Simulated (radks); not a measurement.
Values are calculated unless marked as measured or tabulated.
Numerical settings for the helium ion He+, 1s1. Code: a radial shooting solver on a logarithmic mesh with Libxc functionals. Model: scalar-relativistic Kohn-Sham, PBE, spin-polarised, spherical densities, point nucleus; open shells are filled with parallel spins first. The defaults (mesh step 0.008 in ln r, mesh end at 40 bohr or more with all orbitals vanishing there, Anderson mixing 0.5 over 9 steps, residual threshold near 1e-9 with the energy settled to 1e-9 hartree or 1e-11 of itself, here a cap of 73 iterations) give E = -1.9939 hartree and 1s at -42.041 eV in 13 iterations. Times are rough (one thread of a shared host). Changes against that run (0 stands for a change within the tolerance of the run):

setting,iterations,converged,E (mhartree),e(1s) (meV),CPU (s)
mesh step in ln r 0.05,11,yes,0,0,0.01
mesh step in ln r 0.08,11,yes,-0.00019,-0.00586,0.01
mesh step in ln r 0.005,14,yes,0,0,0.09
mesh end (bohr) 5,13,yes,+0.00668,+0.751,0.05
mesh end (bohr) 20,13,yes,0,0,0.05
residual threshold 0.001,6,yes,0,-1.16,0.03
residual threshold 0.1,6,yes,0,-1.16,0.03
mixing 2.5,15,yes,0,0,0.06
"linear mixing, mixing 0.05",73,no,+0.000471,-297,0.23
"linear mixing, mixing 0.2",73,no,0,0,0.23
mixing history 3,13,yes,0,0,0.05
iteration cap 8,8,no,0,0,0.03

No run marked as converged misses the energy by more than 1 mhartree. A mesh that ends early acts as a hard wall.
